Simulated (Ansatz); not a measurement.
Isolated molecules relaxed with PBE0-D4/def2-TZVP in Ansatz; ΔE leaves out vibrations. CBS: MP2 limit from def2 TZ/QZ plus the TZ coupled-cluster correction, frozen cores. DFT in def2-TZVPP. HSE06 is defined as in plane-wave codes. Elements past krypton have def2 core potentials. For Ge, Te outer-core shells are correlated without core-valence functions, which leaves a few kJ/mol of doubt a bond. Scalar relativity is left out up to krypton.

`[CH3][Al]([CH3])[TeH]` + GeH₄ → `[GeH3][TeH]` + `[CH3][AlH][CH3]`  (formal exchange of groups at a Te–Al bond)

`[CH3][Al]([CH3])[TeH]`:

Z-matrix (Å, degrees):
```
C
Al 1 1.950
H 1 1.095 2 110.7
H 1 1.095 2 110.3 3 -117.9
H 1 1.092 2 113.0 3 121.4
C 2 1.951 1 123.5 3 52.8
Te 2 2.542 1 119.9 3 -127.4
H 6 1.092 2 113.1 1 177.7
H 6 1.095 2 110.6 1 56.5
H 6 1.095 2 110.5 1 -61.4
H 7 1.657 2 91.7 1 0.5
```

GeH₄:

Z-matrix (Å, degrees):
```
Ge
H 1 1.534
H 1 1.534 2 109.5
H 1 1.534 2 109.5 3 -120.0
H 1 1.534 2 109.5 3 120.0
```

`[GeH3][TeH]`:

```xyz
6

Ge   -0.629   -0.160   -0.149
Te    1.681   -0.440    0.913
H    -0.521   -0.121   -1.680
H    -1.429   -1.393    0.293
H    -1.306    1.121    0.360
H     2.204    0.993    0.263
```

`[CH3][AlH][CH3]`:

Z-matrix (Å, degrees):
```
C
Al 1 1.954
H 1 1.092 2 113.4
H 1 1.095 2 111.1 3 121.8
H 1 1.096 2 110.4 3 -120.9
C 2 1.954 1 121.2 3 -176.1
H 2 1.595 1 120.2 3 4.5
H 6 1.096 2 110.5 1 -117.3
H 6 1.093 2 113.4 1 3.7
H 6 1.095 2 111.0 1 125.4
```

Question: Is it downhill or uphill in electronic energy at CCSD(T)/CBS, and by how much? (Estimate.)

Answer: Computed: Uphill: ΔE = +72.4 kJ/mol.

Question: What do these levels give: BLYP-D4, r2SCAN-D4, PBE0-D4, HSE06-D4, CAM-B3LYP-D4, ωB97X-V, MP2/def2-TZVPP, SCS-MP2/def2-TZVPP, MP2/def2-QZVPP, SCS-MP2/def2-QZVPP, HF/CBS(def2), CCSD/CBS(def2)? (An estimate is asked.)

Answer: Ansatz gave: BLYP-D4 63.7, r2SCAN-D4 71.7, PBE0-D4 69.9, HSE06-D4 69.9, CAM-B3LYP-D4 67.1, ωB97X-V 66.7, MP2/def2-TZVPP 73.7, SCS-MP2/def2-TZVPP 70.2, MP2/def2-QZVPP 73.5, SCS-MP2/def2-QZVPP 70.4, HF/CBS(def2) 63.7, CCSD/CBS(def2) 70.8 kJ/mol.

Largest T1 diagnostic among the species: 0.012.

Leaving LDA and LC-ωPBE aside and taking each functional with its dispersion term where it has one, the values, not all of them listed here, spread over 9.2 kJ/mol, from B97M-V to r2SCANh-D4. LDA lies +5.8 kJ/mol from PBE without D4. In def2-TZVPP, CCSD(T) changes the Hartree–Fock value by +7.7 kJ/mol (the triples alone add +1.6 kJ/mol) and MP2 by +9.1 kJ/mol. From BLYP to BHLYP (50 % exact exchange), in def2-TZVPP and without D4, ΔE moves by +3.7 kJ/mol.
